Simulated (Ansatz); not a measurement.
A search over several starts for the lowest SCF solution of the cluster NbB₇ at the given spin, in a small basis.

```yaml
crystal:
  periodic: [false, false, false]
  atoms:
    - {symbol: Nb, position_ang: [1.001093, -0.169555, 0.960783]}
    - {symbol: B, position_ang: [0.081923, -0.715860, -1.019557]}
    - {symbol: B, position_ang: [-1.207453, 0.088220, 0.056220]}
    - {symbol: B, position_ang: [0.586312, -2.030384, -0.028237]}
    - {symbol: B, position_ang: [-0.659202, 1.572284, 0.423050]}
    - {symbol: B, position_ang: [-0.897783, -1.504448, 0.128369]}
    - {symbol: B, position_ang: [0.205153, 0.874258, -0.867259]}
    - {symbol: B, position_ang: [0.889958, 1.885485, 0.346620]}
basis:
  gaussian: {orbitals: def2-SVP, initial_orbitals: start.molden}
magnetization: {spin_polarized: true, initial_magnetization: 2}
hamiltonian: {xc: pbe, dispersion: d4}
output: {orbitals: {seedname: orbitals}}
```

The file start.molden holds the orbitals of an earlier run on this structure, at another level or in another basis.

```sh
$ ansatz run in.yaml --threads 2 --pin off --events-out ev --progress --plain --max-ram 31744MiB --backend cpu
```

Output, abridged:

```
Functional definition: PBE
1355 factors; their error is unknown
mean field evaluation 1: about -6266.8344 eV, gradient 9.5e-2 eV
mean field evaluation 2: about -6266.7953 eV, gradient 1.3e-4 eV
mean field evaluation 4: about -6266.7953 eV, gradient 2.0e-5 eV
mean field evaluation 8: about -6190.0924 eV, gradient 1.2e2 eV
mean field evaluation 16: about -6264.9979 eV, gradient 7.0e0 eV
mean field evaluation 32: about -6261.4209 eV, gradient 2.0e1 eV
mean field evaluation 64: about -6264.6568 eV, gradient 3.5e0 eV
mean field -6266.79528843 eV, -230.3004790634 hartree, gradient 2.0e-5 eV, S^2 2.031320; 9 other end points of the search recorded, 0 dependent functions left out
reference -6266.79533064 eV, -230.3004806147 hartree; 25, 23 occupied and 104, 106 virtual orbitals, 1355 factors
Total energy: -6267.13116956 eV, -230.3128224671 hartree
```

Hardware: 2 threads of AMD EPYC 7R13 on a shared host. Wall time 17 s.

In the def2 sets Nb takes a core potential; there is no spin–orbit coupling. At PBE0-D4/def2-TZVP a singlet of charge 0 lies 0.73 eV below the triplet, each at its own geometry. The structure comes from a short search, and lower isomers may exist.
